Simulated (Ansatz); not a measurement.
System: C$_{3}$HO (charge -1, singlet). It need not be the lowest isomer of its formula. Whether it binds its extra electron was not tested at this geometry. SMILES: O=c1[c-]c1
Structure (B3LYP-D3(BJ)/def2-TZVP (Ansatz, a program for electronic structure) minimum search):
```xyz
5

O      1.4624    -0.2716     0.0599
C      0.2414    -0.0791     0.0093
C     -1.1136    -0.6052    -0.0602
C     -0.8503     0.7589    -0.0241
H     -1.3644     1.7246    -0.0296
```
Charge -1, spin multiplicity 1.

Parts of the frozen-core correlation energy in cc-pVDZ (Ansatz, hartree). Frozen orbitals: 4; correlated occupied orbitals by spin: 10 and 10; virtual: 47 and 47. No spin-orbit coupling. No relativistic terms.

```
term                            value
-------------------------  ----------
reference (HF)             -188.94154
MP2 opposite-spin            -0.39933
MP2 same-spin                -0.14948
CCSD correlation             -0.56493
(T)                          -0.02352
T1 diagnostic                   0.017
largest doubles amplitude       0.065
```
